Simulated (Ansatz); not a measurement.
Start from `N=C(O)BN` and change one atom or group to get `N=C(O)CBr`.

Ansatz, PBE0-D4/def2-TZVP geometries, multiplicity 1. Each molecule was computed in one conformer, which needn't be the lowest.

Scalar relativity is left out up to krypton. Spin–orbit coupling is left out; it splits and shifts lone-pair levels of the heavy atoms by tenths of an eV.

```tsv
property	`N=C(O)BN`
HOMO energy (B3LYP/def2-TZVPP) / eV	-7.48
HOMO–LUMO gap (B3LYP/def2-TZVPP) / eV	6.28
LUMO energy (PBE/def2-TZVPP) / eV	-1.93
LUMO energy (PBE0/def2-TZVPP) / eV	-0.97
LUMO energy (B3LYP/def2-TZVPP) / eV	-1.19
HOMO–LUMO gap (ωB97M-V/def2-TZVPP) / eV	11.27
```

Q: Give the same properties after the change, and the shifts. (Estimate.)

A: Ansatz gave: 
```csv
property,`N=C(O)CBr`,shift
HOMO energy (B3LYP/def2-TZVPP) / eV,-8.05,-0.57
HOMO–LUMO gap (B3LYP/def2-TZVPP) / eV,7.48,1.20
LUMO energy (PBE/def2-TZVPP) / eV,-1.32,0.61
LUMO energy (PBE0/def2-TZVPP) / eV,-0.28,0.69
LUMO energy (B3LYP/def2-TZVPP) / eV,-0.58,0.61
HOMO–LUMO gap (ωB97M-V/def2-TZVPP) / eV,12.34,1.07
```

With PBE0 the HOMO falls by 0.60 eV and the LUMO rises by 0.69 eV, so the gap widens by about 1.29 eV. PBE moves the HOMO by -0.60 eV and ωB97M-V by -0.49 eV.

B3LYP here is the variant with VWN-RPA as its local correlation; programs differ in this.
